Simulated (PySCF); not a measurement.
ClH2InS2, SMILES [Cl][In]([SH])[SH]. Atoms are numbered in the order given.

```xyz
6

In     0.0000     0.0000    -0.0056
Cl     0.0000     0.0000     2.3513
S      0.0000     2.1519    -1.0947
H      0.0000     1.6034    -2.3337
S      0.0000    -2.1519    -1.0947
H      0.0000    -1.6034    -2.3337
```
Charge 0, spin multiplicity 1.

Coordinates come from a B3LYP-D3(BJ)/def2-SVP optimisation. The def2 effective core potentials stand for the cores of In; spin–orbit coupling is left out. Other conformers were not sampled.

Computed with PySCF 2.14.0 with TDDFT-LC-ωPBE/def2-SVPD.

Vertical excitations.  State labels are in the subgroup C2v.

Computed excitation energies, oscillator strengths and character:
```
state  symmetry  energy (eV)  λ (nm)      f                                                                 main pairs
-----  --------  -----------  ------  -----  -------------------------------------------------------------------------
S1           A2         4.80     258  0.000                                                             HOMO→LUMO 90 %
S2           B1         5.20     238  0.027                                                           HOMO−1→LUMO 88 %
S3           B2         5.82     213  0.086                                         HOMO−2→LUMO 54 %, HOMO→LUMO+1 39 %
S4           B2         6.33     196  0.061                       HOMO−4→LUMO 52 %, HOMO→LUMO+1 24 %, HOMO−2→LUMO 10 %
S5           B1         6.41     193  0.023                                                           HOMO−3→LUMO 81 %
S6           A2         6.50     191  0.000                      HOMO−2→LUMO+1 42 %, HOMO→LUMO+2 26 %, HOMO→LUMO+5 9 %
S7           A1         6.53     190  0.000                                       HOMO−1→LUMO+1 78 %, HOMO−5→LUMO 15 %
S8           A2         6.61     188  0.000                                       HOMO−2→LUMO+1 55 %, HOMO→LUMO+2 23 %
S9           B1         6.71     185  0.037  HOMO−1→LUMO+2 36 %, HOMO→LUMO+4 18 %, HOMO−1→LUMO+5 12 %, HOMO→LUMO+7 9 %
S10          B2         7.08     175  0.826                       HOMO−4→LUMO 32 %, HOMO→LUMO+1 30 %, HOMO−2→LUMO 29 %
T1           A2         4.39     282      0                                                             HOMO→LUMO 87 %
T2           B1         4.69     264      0                                                           HOMO−1→LUMO 85 %
T3           B2         4.84     256      0                                                           HOMO−2→LUMO 83 %
T4           B2         5.71     217      0                                                           HOMO→LUMO+1 91 %
```
Triplets are in the Tamm–Dancoff approximation, which puts them higher than full response would, so one can lie above its singlet here.
